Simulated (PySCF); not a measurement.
C3H8O2Si, SMILES CC[SiH2]C(=O)O, GFN2-xTB optimised geometry.

```
14

C      2.56    -0.74     0.00
C      1.03    -0.74     0.00
Si     0.30     1.01     0.00
C     -1.61     0.85     0.09
O     -2.41     1.29    -0.68
O     -1.98     0.15     1.18
H      2.94    -0.23     0.88
H      2.95    -1.76     0.00
H      2.94    -0.23    -0.88
H      0.68    -1.30    -0.87
H      0.68    -1.29     0.88
H      0.71     1.75     1.20
H      0.63     1.76    -1.22
H     -2.95     0.08     1.23
```

Density from CAM-B3LYP/def2-TZVP (PySCF) at that geometry.

Minimum of the electron density along straight lines between bonded atoms, close to the bond critical point (lines longer than 1.1 times the sum of covalent radii, or with two minima, are not listed):

```csv
bond,length / Å,ρ at the minimum / e bohr⁻³,∇²ρ there / e bohr⁻⁵,position (fraction from the first atom)
C1–C2,1.526,0.243,-0.59,0.50
C2–Si3,1.903,0.120,0.13,0.61
Si3–C4,1.918,0.115,0.17,0.38
C4–O5,1.205,0.432,-0.24,0.34
C4–O6,1.341,0.308,-0.62,0.34
C1–H7,1.087,0.281,-0.97,0.64
C1–H8,1.089,0.280,-0.97,0.64
C1–H9,1.087,0.281,-0.97,0.64
C2–H10,1.093,0.275,-0.93,0.64
C2–H11,1.092,0.276,-0.93,0.64
Si3–H12,1.467,0.126,0.16,0.49
Si3–H13,1.463,0.127,0.16,0.49
O6–H14,0.974,0.346,-2.36,0.81
```
